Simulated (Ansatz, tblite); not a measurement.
Cost and result up the ladder for PtAu₂ (3 atoms). The state is a singlet with charge 0. Geometry: B3LYP-D4/def2-TZVP.

Cartesian coordinates in Å:
```
Pt 0.171 0.586 -1.295
Au 1.256 -0.786 0.602
Au -1.428 0.200 0.693
```

Ansatz on 2 threads of Arm Neoverse V1 on a shared host; xTB runs through tblite on one thread. Times are rough, summed over both states, and most runs start from the orbitals of an earlier one. ωB97X-V/def2-TZVP serves as the yardstick here, not as an exact answer. The other state is a doublet.

In the def2 sets Au, Pt take a core potential; there is no spin–orbit coupling. The xTB rows come from tblite. B3LYP takes the VWN-RPA correlation. The structure comes from a short search, and lower isomers may exist.

Run but left out: HF/def2-TZVP, PBE-QIDH/def2-TZVP, MP2/def2-TZVP, CCSD/def2-TZVP, CCSD(T)/def2-TZVP (singlet: restricted singlet, unstable towards broken spin symmetry); PBE-D4/def2-TZVP (charge +1 doublet: an occupied level 0.00 eV above an empty one); BHLYP-D4/def2-TZVP (singlet: restricted singlet, unstable in another Hartree–Fock run and untested here).

Raw xTB energies of ions are shifted by several eV.

```
                            level  functions  wall time  vertical IE (eV)  difference from ωB97X-V/def2-TZVP (eV)
                         GFN2-xTB         27    0.006 s             12.10                                    4.76
                         GFN1-xTB         27    0.007 s             13.92                                    6.58
               B3LYP-D4/def2-TZVP        120       19 s              7.85                                    0.51
r2SCAN-D4/def2-TZVP (with forces)        120       32 s              7.82                                    0.47
  ωB97X-V/def2-TZVP (with forces)        120       83 s              7.34                                    0.00
```
